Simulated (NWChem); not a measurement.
Species: CF3, doublet; SMILES F[C](F)F

Computed with NWChem. Spin-unrestricted. In the optimisation the excess spin sits in a (C3, its own frame). No stability test was run on the SCF state. Level PBE/def2-SVP: optimisations from one semi-empirical or force-field start; each run changes one setting, and all end within 0.3 mHa of each other.

Which setting needs the most optimisation steps, or fails (no line search; trust radius 0.05; Cartesian coordinates; redundant internal coordinates, default thresholds)?

no line search, with 5 against 3 for the defaults.
| setting | optimisation steps |
|---|---|
| redundant internal coordinates, default thresholds | 3 |
| Cartesian coordinates | 3 |
| trust radius 0.05 | 3 |
| no line search | 5 |
